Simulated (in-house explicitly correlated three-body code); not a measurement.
Computed with an exponentially correlated three-body code. Model: two electrons around a point charge, non-relativistic, variational in 260 exponentially correlated functions (energies converged to about 1e-7 hartree, or 1e-8 relative for large Z).

For two electrons in a singlet the Kohn-Sham orbital is the square root of half the density, so the exact Kohn-Sham potential and energy parts follow from the density alone, and exchange is minus half the Hartree energy. The Kohn-Sham level equals minus the binding energy of the second electron.

Command:
```bash
python run_hyl.py task.json out
```
Settings (lengths in bohr, energies in hartree):
```
Z                      3.44
interaction_strength   1
functions              260
states_tried           13
```

Run time, properties included: 14 s on 1 thread of AMD EPYC 9R45 96-Core Processor (Zen 5) (shared host).

**Those bound S and P states to n = 4 that converged, binding against the one-electron ion.**

Given: nuclear charge 3.44.

Computed: one-electron threshold -5.9168 hartree.

```csv
term,energy (hartree),binding (eV),quantum defect
1 1S,-9.83884353,106.72,0.1288
2 3S,-6.79870458,23.998,0.16277
2 1S,-6.71029829,21.592,0.063124
2 3P,?,?,?
2 1P,-6.65117642,19.983,-0.013332
3 3S,-6.28491762,10.017,0.15631
3 1S,?,?,?
3 3P,-6.2585545,9.2996,0.04867
3 1P,-6.24467919,8.922,-0.01313
4 3S,-6.118085,5.4772,0.15436
4 1S,-6.10871335,5.2222,0.061578
4 3P,-6.10746379,5.1882,0.048694
4 1P,-6.10165238,5.0301,-0.012937
```

Task: What belongs in the row 2 3P?

Result: energy (hartree): -6.69833736; binding (eV): 21.267; quantum defect: 0.048359.

Task: What belongs in the row 3 1S?

Result: energy (hartree): -6.26163074; binding (eV): 9.3833; quantum defect: 0.061864.

**Converged states only, values per electron or pair.**

```
term  mean r (bohr)  mean r squared (bohr²)  mean inverse r (1/bohr)  mean r12 (bohr)  mean inverse r12 (1/bohr)  mean cosine  mean p1 dot p2 (bohr⁻²)  delta r1 (bohr⁻³)  delta r12 (bohr⁻³)
1 1S        0.49022                 0.32587                   3.1278          0.73503                     1.8418    -0.038188                  0.34673             10.638             0.88573
2 3S         1.2676                  2.6933                   2.0557           2.1652                    0.54592    -0.011436                 0.022182             6.9271                   -
2 1S              ?                       ?                        ?                ?                          ?            ?                        ?                  ?                   ?
2 3P         1.1826                  2.3719                   2.0361           2.0136                    0.61181    -0.058587                 -0.46213             6.3866                   -
2 1P         1.2598                  2.7274                   2.0212           2.1259                    0.60369     0.016352                  0.39409             6.4943            0.020025
3 3S          2.711                   14.24                   1.8641           5.0128                    0.25526   -0.0034801                0.0061874             6.6011                   -
3 1S         2.8733                  16.144                   1.8584           5.3333                    0.26283   -0.0043978                0.0080143             6.5876             0.03393
3 3P              ?                       ?                        ?                ?                          ?            ?                        ?                  ?                   -
3 1P         2.8033                  15.523                   1.8545           5.1912                    0.26994     0.004461                  0.11297             6.4823           0.0067568
4 3S         4.7692                  46.725                   1.7998           9.1168                    0.14634   -0.0014575                0.0025257             6.5283                   -
4 1S         4.9868                  51.302                   1.7975           9.5504                    0.14923   -0.0018774                0.0033629             6.5238            0.014166
4 3P         4.8121                  48.028                   1.7976           9.2043                    0.15238     -0.00622                -0.046222              6.469                   -
4 1P         4.9624                  51.186                   1.7958           9.5008                    0.15211    0.0018171                 0.046995               6.48           0.0029697
```

Task: What belongs in the row 2 1S?

Result: mean r (bohr): 1.3759; mean r squared (bohr²): 3.2511; mean inverse r (1/bohr): 2.0345; mean r12 (bohr): 2.3656; mean inverse r12 (1/bohr): 0.57679; mean cosine: -0.014003; mean p1 dot p2 (bohr⁻²): 0.027112; delta r1 (bohr⁻³): 6.86; delta r12 (bohr⁻³): 0.11578.

Task: What belongs in the row 3 3P?

Result: mean r (bohr): 2.6902; mean r squared (bohr²): 14.227; mean inverse r (1/bohr): 1.8587; mean r12 (bohr): 4.9757; mean inverse r12 (1/bohr): 0.271; mean cosine: -0.015414; mean p1 dot p2 (bohr⁻²): -0.11638; delta r1 (bohr⁻³): 6.4547.

**Electric-dipole lines between converged S and P states, rate of the upper state's decay.**

```json
{"s state": "1 1S", "p state": "2 1P", "p minus s (eV)": "86.741", "oscillator strength from s": "0.505", "rate (1/s)": "5.4958e+10"}
{"s state": "1 1S", "p state": "3 1P", "p minus s (eV)": "97.802", "oscillator strength from s": "0.11921", "rate (1/s)": "1.6493e+10"}
{"s state": "1 1S", "p state": "4 1P", "p minus s (eV)": "101.69", "oscillator strength from s": "0.046657", "rate (1/s)": "6.9791e+09"}
{"s state": "2 1S", "p state": "2 1P", "p minus s (eV)": "1.6088", "oscillator strength from s": "0.17861", "rate (1/s)": "6.6864e+06"}
{"s state": "2 1S", "p state": "3 1P", "p minus s (eV)": "12.67", "oscillator strength from s": "0.2824", "rate (1/s)": "6.5573e+08"}
{"s state": "2 1S", "p state": "4 1P", "p minus s (eV)": "16.562", "oscillator strength from s": "0.077739", "rate (1/s)": "3.0843e+08"}
{"s state": "3 1S", "p state": "2 1P", "p minus s (eV)": "-10.6", "oscillator strength from s": "-0.08536", "rate (1/s)": "4.1618e+08"}
{"s state": "3 1S", "p state": "3 1P", "p minus s (eV)": "?", "oscillator strength from s": "?", "rate (1/s)": "?"}
{"s state": "3 1S", "p state": "4 1P", "p minus s (eV)": "?", "oscillator strength from s": "?", "rate (1/s)": "?"}
{"s state": "4 1S", "p state": "2 1P", "p minus s (eV)": "-14.761", "oscillator strength from s": "-0.01727", "rate (1/s)": "1.6328e+08"}
{"s state": "4 1S", "p state": "3 1P", "p minus s (eV)": "-3.6998", "oscillator strength from s": "-0.1863", "rate (1/s)": "1.1066e+08"}
{"s state": "4 1S", "p state": "4 1P", "p minus s (eV)": "0.19214", "oscillator strength from s": "0.42438", "rate (1/s)": "226610"}
{"s state": "2 3S", "p state": "2 3P", "p minus s (eV)": "2.7311", "oscillator strength from s": "0.25771", "rate (1/s)": "2.7804e+07"}
{"s state": "2 3S", "p state": "3 3P", "p minus s (eV)": "14.698", "oscillator strength from s": "0.22064", "rate (1/s)": "6.8946e+08"}
{"s state": "2 3S", "p state": "4 3P", "p minus s (eV)": "18.81", "oscillator strength from s": "0.064901", "rate (1/s)": "3.3212e+08"}
{"s state": "3 3S", "p state": "2 3P", "p minus s (eV)": "-11.25", "oscillator strength from s": "-0.10147", "rate (1/s)": "5.5722e+08"}
{"s state": "3 3S", "p state": "3 3P", "p minus s (eV)": "0.71738", "oscillator strength from s": "0.42965", "rate (1/s)": "3.1982e+06"}
{"s state": "3 3S", "p state": "4 3P", "p minus s (eV)": "4.8288", "oscillator strength from s": "0.22625", "rate (1/s)": "7.6306e+07"}
{"s state": "4 3S", "p state": "2 3P", "p minus s (eV)": "-15.789", "oscillator strength from s": "-0.019252", "rate (1/s)": "2.0827e+08"}
{"s state": "4 3S", "p state": "3 3P", "p minus s (eV)": "-3.8224", "oscillator strength from s": "-0.22344", "rate (1/s)": "1.4165e+08"}
{"s state": "4 3S", "p state": "4 3P", "p minus s (eV)": "0.28902", "oscillator strength from s": "0.59007", "rate (1/s)": "712920"}
```

Task: What belongs in the row 3 1S 3 1P?

Result: p minus s (eV): 0.46128; oscillator strength from s: 0.30635; rate (1/s): 942810.

Task: What belongs in the row 3 1S 4 1P?

Result: p minus s (eV): 4.3532; oscillator strength from s: 0.29507; rate (1/s): 8.0878e+07.

**Exact Kohn-Sham parts of the ground state from its density.**

Computed: total energy -9.83884353 hartree; Kohn-Sham kinetic 9.7982 hartree; DFT correlation energy -0.0439 hartree; kinetic part of the DFT correlation energy 0.04067 hartree; potential part of the DFT correlation energy -0.08457 hartree; exact minus restricted Hartree-Fock -0.043889 hartree; Kohn-Sham level -106.72 eV; restricted Hartree-Fock level -107.05 eV; dipole polarisability 0.10279 bohr³; C6 of two such species 0.030746 hartree·bohr⁶.

Task: What is the exchange energy?

Result: -1.9264 hartree.

Task: What is the Hartree energy?

Result: 3.8527 hartree.

The correlation energy of density-functional theory lies 0.011 millihartree below exact minus Hartree-Fock, because the Hartree-Fock density, unlike the exact one, minimises the Hartree-Fock energy.
